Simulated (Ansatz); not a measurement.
Mulliken charges of `CC#CC(F)(F)F` from ωB97M-V/def2-TZVPP in Ansatz (PBE0-D4/def2-TZVP geometry).

```csv
atom,x (Å),y (Å),z (Å),charge (e)
C1,0.620,-1.557,1.245,-0.286
C2,0.195,-0.479,0.380,0.076
C3,-0.159,0.414,-0.337,-0.199
C4,-0.585,1.500,-1.207,0.475
F5,0.462,2.155,-1.723,-0.155
F6,-1.330,2.395,-0.548,-0.155
F7,-1.318,1.050,-2.232,-0.155
H8,0.341,-2.524,0.819,0.133
H9,0.153,-1.467,2.228,0.133
H10,1.704,-1.539,1.376,0.133
```

**Question.** By hand: the dipole of these point charges (1 e Å = 4.8032 D).

**Answer.** Σ q r = (0.222, -0.564, 0.453) e Å, of length 0.757 e Å = 3.64 D.

**Question.** How does the dipole of the full density compare? (Estimate.)

**Answer.** Ansatz gave: (0.215, -0.546, 0.438) e Å, 3.52 D; the point charges give 1.03 times that, at 0° from its direction.

Point charges leave out the atoms' own dipoles, such as those of lone pairs, and Mulliken's split depends on the basis, so the close match here is no proof of good charges.
